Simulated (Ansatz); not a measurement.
## One elementary step

Start structure (SiH2BrCl3, closed shell), relaxed at PBE0-D4/def2-TZVP:

Si1  (-0.780, -0.608, -0.276)
Cl2  (1.082, -1.418, -0.065)
Cl3  (-2.015, -2.012, -1.062)
Cl4  (-1.463, -0.033, 1.542)
H5  (-0.702, 0.548, -1.177)
H6  (2.105, 1.070, 0.535)
Br7  (1.773, 2.454, 0.502)
(Å)

The step: SiHCl₃ ([Cl][SiH]([Cl])[Cl]) + HBr → SiHBrCl₂ ([Cl][SiH]([Cl])[Br]) + HCl; bonds formed: Si1–Br7, Cl2–H6; bonds broken: Si1–Cl2, H6–Br7. Computed with Ansatz 0.2.0 (basis: def2-TZVPP and def2-QZVPP); correlated methods freeze the cores. Filled d shells of the heavier atoms are correlated. The def2 sets are not built for correlating such inner shells, so the correlated values are less sure here. Extrapolation: Hartree–Fock as exp(−7.88 √X), correlation as X^−2.97. Energies below are by CCSD(T) at an estimated basis limit (MP2 extrapolated from triple and quadruple zeta, plus CCSD(T) − MP2 in triple zeta).

Task: What are the electronic barrier and the energy of the step, from the start structure to the end structure? (To be estimated.)

Result: The calculation gives: Barrier 170.4 kJ/mol; step energy 4.5 kJ/mol (uphill); reverse barrier, their difference, 166.0 kJ/mol. Barrier and step energy count from the start structure, the reverse barrier from the end structure.

The saddle point: One imaginary mode of 406i cm⁻¹.
| pair | start (Å) | saddle (Å) | end (Å) |
| --- | --- | --- | --- |
| Si1–Br7 | 4.06 | 2.56 | 2.21 |
| Cl2–H6 | 2.76 | 1.46 | 1.28 |
| Si1–Cl2 | 2.04 | 2.38 | 4.28 |
| H6–Br7 | 1.42 | 1.77 | 2.67 |

Zero-point energy (harmonic, PBE0-D4): ZPE is 55.1 kJ/mol at the start and 51.8 kJ/mol at the saddle, so the barrier goes from 170.4 to 167.2 kJ/mol.

No T1 diagnostic of these runs exceeds 0.010.

Labels in which every atom is bracketed show which atoms are joined, not bond orders.

For scale, one of the runs: CCSD(T)/def2-TZVPP, 244 basis functions, launched by `ansatz run in.yaml --threads 8 --pin off --events-out ev --progress --plain --max-ram 19148MiB`. The run took 100 s on 8 CPU threads of an Arm Neoverse V2 (shared host), with 4.5 GiB of host memory at its peak.
